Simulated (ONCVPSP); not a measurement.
# Which change was made? (Tc, ONCV)

ONCVPSP 4.0.1 input, shortened (lines: element, Z, core and valence counts, functional; n l f; lmax; l rc ep ncon nbas qcut; lloc lpopt rc5 dvloc0; l nproj debl; icmod fcfact rcfact), PBE, scalar-relativistic:

```
  Tc 43.00    6    4        4      upf
    1    0    2.00
    2    0    2.00
    2    1    6.00
    3    0    2.00
    3    1    6.00
    3    2   10.00
    4    0    2.00
    4    1    6.00
    4    2    5.00
    5    0    2.00
    2
    0    1.95    0.00    4    8    6.00
    1    1.35    0.00    4    7    5.60
    2    2.45    0.00    4    9    7.00
    4    5    1.05    0.00
    0    2    3.00
    1    3    2.00
    2    2    1.80
    3    3.00    1.05
```

Cutoffs, loose and tight: the cutoffs (Ha) at which the residual kinetic energy of the hardest occupied pseudo-wave falls to 1 and 0.1 mHa per electron. They do not see the model core or the augmentation charge, which bear on the density cutoff. Test errors are all-electron minus pseudo excitation energies from the reference, over the configurations 4s2 4p6 4d5 5s1; 4s2 4p6 4d5 5s0; 4s2 4p6 4d4 5s0; 4s2 4p6 4d4 5s2 5p1; variants that change the core or the reference have their own tests.

The base gives: outcome: generated; cutoff, loose: 61 Ha; cutoff, tight: 80 Ha; bound ghosts: none; GHOST(+) flags above zero: s; largest test error (meV): +19.

Task: After one change the result is: outcome: generated; cutoff, loose: 16 Ha; cutoff, tight: 62 Ha; bound ghosts: none; GHOST(+) flags above zero: s; largest test error (meV): +19. Which change was it?
A. p: rc 1.48
B. all radii but the core radius scaled by about 1.31 (s 2.56, p 1.78, d 3.22 bohr); local potential polynomial inside 1.38 bohr (lpopt 5, dvloc0 0 Ha)
C. p: nproj 1

Result: A. The others give: all radii but the core radius scaled by about 1.31 (s 2.56, p 1.78, d 3.22 bohr); local potential polynomial inside 1.38 bohr (lpopt 5, dvloc0 0 Ha) → outcome: generated; cutoff, loose: 13 Ha; cutoff, tight: 16 Ha; bound ghosts: none; GHOST(+) flags above zero: d; largest test error (meV): +83 | p: nproj 1 → outcome: generated; cutoff, loose: 61 Ha; cutoff, tight: 80 Ha; bound ghosts: none; GHOST(+) flags above zero: s; largest test error (meV): +96.
